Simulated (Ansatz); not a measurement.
Conformers of C$_{2}$H$_{8}$O$_{2}$Si$_{2}$, SMILES `C=C[SiH2][SiH](O)O`, each relaxed with PBE0-D4/def2-TZVP in Ansatz. CBS adds the triple-zeta coupled-cluster correction to the MP2 limit.

Not all of them had a frequency check.

Conformer A:

Z-matrix (Å, degrees):
```
Si
C 1 1.866
Si 1 2.341 2 112.6
H 1 1.491 2 110.7 3 123.6
H 1 1.492 2 109.3 3 -119.3
C 2 1.331 1 124.3 3 -18.6
H 2 1.090 1 117.7 3 161.9
O 3 1.647 1 106.4 2 49.4
O 3 1.651 1 109.6 2 169.7
H 3 1.497 1 113.2 2 -71.2
H 6 1.086 2 121.9 1 -0.0
H 6 1.087 2 121.7 1 -179.3
H 8 0.959 3 118.0 1 178.1
H 9 0.957 3 117.2 1 126.9
```

Conformer B:

Z-matrix (Å, degrees):
```
Si
C 1 1.867
Si 1 2.347 2 111.1
H 1 1.493 2 109.7 3 -121.6
H 1 1.491 2 109.7 3 121.5
C 2 1.331 1 124.3 3 8.4
H 2 1.090 1 117.9 3 -171.7
O 3 1.647 1 104.6 2 -173.9
O 3 1.652 1 112.6 2 -51.1
H 3 1.487 1 114.0 2 65.2
H 6 1.087 2 122.2 1 0.2
H 6 1.087 2 121.8 1 179.9
H 8 0.959 3 117.7 1 -169.7
H 9 0.959 3 117.2 1 -51.4
```

Which is lowest in electronic energy at CCSD(T)/CBS (frozen core, def2 sets), and by how much? (Estimate.)

Ansatz gave: B; A lies 3.9 kJ/mol higher.

Give the energies relative to B (kJ/mol) with PBE-D4/def2-TZVPP, r2SCAN-D4/def2-TZVPP, ωB97X-V/def2-TZVPP, B2PLYP/def2-TZVPP, HF/def2-TZVPP, SCS-MP2/def2-TZVPP, CCSD/CBS(def2). (An estimate is asked.)

Computed: 
```tsv
level	A
PBE-D4/def2-TZVPP	5.0
r2SCAN-D4/def2-TZVPP	5.1
ωB97X-V/def2-TZVPP	4.5
B2PLYP/def2-TZVPP	4.2
HF/def2-TZVPP	3.1
SCS-MP2/def2-TZVPP	4.6
CCSD/CBS(def2)	3.5
```
